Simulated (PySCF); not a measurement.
Si(OH)2(OMe)(nPr), SMILES CCC[Si](OC)(O)O (C4H12O3Si), GFN2-xTB optimised geometry.

```
20

C     -2.75     0.78    -0.03
C     -1.58     1.47     0.65
C     -0.23     1.14     0.00
Si     0.20    -0.71     0.00
O     -0.31    -1.53    -1.31
O     -0.46    -1.51     1.27
O      1.82    -0.71     0.00
C      2.67    -1.78    -0.30
H     -2.68    -0.30     0.11
H     -3.69     1.12     0.38
H     -2.74     0.99    -1.10
H     -1.73     2.56     0.61
H     -1.56     1.18     1.70
H     -0.25     1.50    -1.03
H      0.55     1.70     0.51
H     -1.23    -1.79    -1.37
H     -0.25    -1.25     2.16
H      3.69    -1.40    -0.34
H      2.60    -2.56     0.47
H      2.40    -2.22    -1.26
```

Density from PBE0/def2-SVP (PySCF 2.14.0) at that geometry.

Minimum of the electron density along straight lines between bonded atoms, close to the bond critical point (lines longer than 1.1 times the sum of covalent radii, or with two minima, are not listed):

```json
[
 {"bond": "C1–C2", "length / Å": "1.523", "ρ at the minimum / e bohr⁻³": "0.245", "∇²ρ there / e bohr⁻⁵": "-0.56", "position (fraction from the first atom)": "0.50"},
 {"bond": "C2–C3", "length / Å": "1.528", "ρ at the minimum / e bohr⁻³": "0.240", "∇²ρ there / e bohr⁻⁵": "-0.53", "position (fraction from the first atom)": "0.50"},
 {"bond": "C3–Si4", "length / Å": "1.897", "ρ at the minimum / e bohr⁻³": "?", "∇²ρ there / e bohr⁻⁵": "0.31", "position (fraction from the first atom)": "0.62"},
 {"bond": "Si4–O5", "length / Å": "1.627", "ρ at the minimum / e bohr⁻³": "0.131", "∇²ρ there / e bohr⁻⁵": "1.09", "position (fraction from the first atom)": "0.41"},
 {"bond": "Si4–O6", "length / Å": "1.642", "ρ at the minimum / e bohr⁻³": "0.126", "∇²ρ there / e bohr⁻⁵": "?", "position (fraction from the first atom)": "0.41"},
 {"bond": "Si4–O7", "length / Å": "1.624", "ρ at the minimum / e bohr⁻³": "0.131", "∇²ρ there / e bohr⁻⁵": "1.09", "position (fraction from the first atom)": "0.41"},
 {"bond": "O7–C8", "length / Å": "1.402", "ρ at the minimum / e bohr⁻³": "0.254", "∇²ρ there / e bohr⁻⁵": "-0.30", "position (fraction from the first atom)": "0.66"},
 {"bond": "C1–H9", "length / Å": "1.087", "ρ at the minimum / e bohr⁻³": "0.276", "∇²ρ there / e bohr⁻⁵": "-1.00", "position (fraction from the first atom)": "0.62"},
 {"bond": "C1–H10", "length / Å": "1.088", "ρ at the minimum / e bohr⁻³": "0.276", "∇²ρ there / e bohr⁻⁵": "-1.00", "position (fraction from the first atom)": "0.62"},
 {"bond": "C1–H11", "length / Å": "1.088", "ρ at the minimum / e bohr⁻³": "0.276", "∇²ρ there / e bohr⁻⁵": "-1.00", "position (fraction from the first atom)": "0.62"},
 {"bond": "C2–H12", "length / Å": "1.094", "ρ at the minimum / e bohr⁻³": "0.276", "∇²ρ there / e bohr⁻⁵": "-0.99", "position (fraction from the first atom)": "0.62"},
 {"bond": "C2–H13", "length / Å": "1.092", "ρ at the minimum / e bohr⁻³": "0.276", "∇²ρ there / e bohr⁻⁵": "-0.99", "position (fraction from the first atom)": "0.62"},
 {"bond": "C3–H14", "length / Å": "1.090", "ρ at the minimum / e bohr⁻³": "0.271", "∇²ρ there / e bohr⁻⁵": "-0.95", "position (fraction from the first atom)": "0.62"},
 {"bond": "C3–H15", "length / Å": "1.090", "ρ at the minimum / e bohr⁻³": "0.272", "∇²ρ there / e bohr⁻⁵": "-0.96", "position (fraction from the first atom)": "0.62"},
 {"bond": "O5–H16", "length / Å": "0.953", "ρ at the minimum / e bohr⁻³": "0.356", "∇²ρ there / e bohr⁻⁵": "-2.47", "position (fraction from the first atom)": "0.82"},
 {"bond": "O6–H17", "length / Å": "0.953", "ρ at the minimum / e bohr⁻³": "0.358", "∇²ρ there / e bohr⁻⁵": "-2.45", "position (fraction from the first atom)": "0.82"},
 {"bond": "C8–H18", "length / Å": "1.090", "ρ at the minimum / e bohr⁻³": "0.283", "∇²ρ there / e bohr⁻⁵": "-1.08", "position (fraction from the first atom)": "0.63"},
 {"bond": "C8–H19", "length / Å": "1.092", "ρ at the minimum / e bohr⁻³": "0.281", "∇²ρ there / e bohr⁻⁵": "-1.06", "position (fraction from the first atom)": "0.63"},
 {"bond": "C8–H20", "length / Å": "1.090", "ρ at the minimum / e bohr⁻³": "0.283", "∇²ρ there / e bohr⁻⁵": "-1.09", "position (fraction from the first atom)": "0.64"}
]
```

Complete the blanks.


- C3–Si4, ρ at the minimum / e bohr⁻³: 0.117
- Si4–O6, ∇²ρ there / e bohr⁻⁵: 1.01
